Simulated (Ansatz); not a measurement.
Reaction (ligand exchange at the Si–O bond): `[SiH3][O][Al]([SH])[Cl]` + `C#CS` → `C#CS[SiH3]` + `[OH][Al]([SH])[Cl]`

Program: Ansatz. Geometries: PBE0-D4/def2-TZVP. ΔE: electronic, gas phase. CBS: MP2 limit from def2 TZ/QZ plus the TZ coupled-cluster correction, frozen cores. This one scheme is used for every species. DFT in def2-TZVPP. B3LYP here is the variant with VWN-RPA as its local correlation; programs differ in this. HSE06 is defined as in plane-wave codes. One conformer a species, not always the lowest.

`[SiH3][O][Al]([SH])[Cl]`:

Z-matrix (Å, degrees):
```
Si
O 1 1.629
H 1 1.486 2 109.9
H 1 1.486 2 110.2 3 120.4
H 1 1.486 2 109.3 3 -119.7
Al 2 1.668 1 165.9 3 -68.9
Cl 6 2.081 2 120.6 1 -0.8
S 6 2.161 2 120.9 1 179.1
H 8 1.345 6 92.0 2 0.1
```

`C#CS`:

Cartesian coordinates in Å:
```
C -0.726 0.649 -0.784
C -0.116 -0.139 -0.110
S 0.663 -1.342 0.766
H -1.258 1.356 -1.375
H 1.437 -0.524 1.503
```

`C#CS[SiH3]`:

Cartesian coordinates in Å:
```
C 0.375 -1.009 -2.073
C 0.425 -1.074 -0.871
S 0.512 -1.205 0.803
Si -0.285 0.750 1.232
H 0.331 -0.953 -3.135
H 0.592 1.790 0.645
H -1.658 0.864 0.687
H -0.292 0.836 2.713
```

`[OH][Al]([SH])[Cl]`:

```xyz
6

O     1.717   -0.084   -0.350
Al    0.063    0.070   -0.090
S    -0.833   -1.160    1.444
Cl   -1.101    1.402   -1.206
H     2.205    0.414   -1.004
H    -2.051   -0.642    1.207
```

(1) Is it downhill or uphill in electronic energy at CCSD(T)/CBS, and by how much? (Best estimate.)

(2) What do these levels give: LDA (SPW92), PBE-D4, B97M-V, HSE06-D4, ωB97X-V, BLYP, B3LYP, r2SCANh, HSE06, BHLYP, CCSD(T)/def2-SVP, CCSD/def2-TZVPP? (An estimate is asked.)

Largest T1 diagnostic among the species: 0.013.

Answers

(1) Ansatz gave: Uphill: ΔE = +47.5 kJ/mol.

(2) Ansatz gave: LDA (SPW92) 33.5, PBE-D4 31.0, B97M-V 49.7, HSE06-D4 37.2, ωB97X-V 48.3, BLYP 48.6, B3LYP 52.5, r2SCANh 44.5, HSE06 38.0, BHLYP 60.4, CCSD(T)/def2-SVP 55.6, CCSD/def2-TZVPP 54.7 kJ/mol.

At CCSD(T), def2-SVP lies +8.0 kJ/mol from the extrapolated value and def2-TZVPP +2.8 kJ/mol. From BLYP to BHLYP (50 % exact exchange), in def2-TZVPP and without D4, ΔE moves by +11.8 kJ/mol.
